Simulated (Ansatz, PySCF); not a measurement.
Ge(F)3(OH) (F3GeHO), SMILES [OH][Ge]([F])([F])[F]. Atoms are numbered in the order given.

```xyz
6

O      0.0601     1.7384     0.0000
Ge     0.0076     0.0096     0.0000
F     -0.8017    -0.6223    -1.3662
F      1.6046    -0.5752     0.0000
F     -0.8017    -0.6223     1.3662
H     -0.8104     2.1550     0.0000
```
Charge 0, spin multiplicity 1.

Geometry optimised at PBE0-D3(BJ)/def2-SVP. The structure was generated by enumeration, and PubChem lists no compound with its InChIKey, so it may never have been made. Other conformers were not sampled.

Two levels are set side by side: PBE-D3(BJ)/def2-SVP (Ansatz, a first-principles code) and PBE0-D3(BJ)/def2-SVP (Ansatz). Each level has its own optimised geometry; the coordinates shown are those of the second. Frequencies come from the Hessian of PySCF at each geometry. Differences are taken from unrounded values.

```tsv
quantity	PBE0-D3(BJ)	PBE-D3(BJ)	PBE-D3(BJ) minus PBE0-D3(BJ)
mean bond length (Å)	1.563	1.583	0.021
bond O1–Ge2 (Å)	1.730	1.755	0.026
bond Ge2–F3 (Å)	1.709	1.731	0.022
bond Ge2–F4 (Å)	1.701	1.722	0.021
bond Ge2–F5 (Å)	1.709	1.731	0.022
bond O1–H6 (Å)	0.965	0.977	0.012
highest harmonic wavenumber (cm⁻¹)	3895	3716	-179
mean harmonic wavenumber (cm⁻¹)	766	732	-34
zero-point energy (kcal/mol)	13.15	12.56	-0.59
```

GGA bonds tend to be longer and softer than those of functionals with exact exchange. Differences between two approximate levels are no errors against the true value.
